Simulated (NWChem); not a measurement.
C4H5NO; SMILES C1=COCN=C1

```xyz
11

C      1.3529     0.1316    -0.2127
C      0.7805    -1.0858     0.0271
O     -0.5227    -1.2254     0.3007
C     -1.3346    -0.0687    -0.0941
N     -0.7734     1.2158     0.2193
C      0.5117     1.2851     0.0725
H      2.4306     0.2228    -0.3982
H      1.3364    -2.0355     0.1057
H     -1.4999    -0.1478    -1.2000
H     -2.2981    -0.2239     0.4275
H      0.9951     2.2673     0.2465
```
Atoms are numbered in this order, from 1.

Program: NWChem. All runs use the structure optimised with PBE-D3(BJ)/def2-SVP. Level: M06-2X/def2-SVP with COSMO at NWChem's default radii, gas-phase geometry; the question gives the dielectric constant.

Problem. Estimate the computed values for dielectric constant 1.5. Quantities: electrostatic solvation energy (kcal/mol); dipole in solution (D).

Solution. 
```yaml
electrostatic solvation energy (kcal/mol): -1.7
dipole in solution (D): 2.09
```
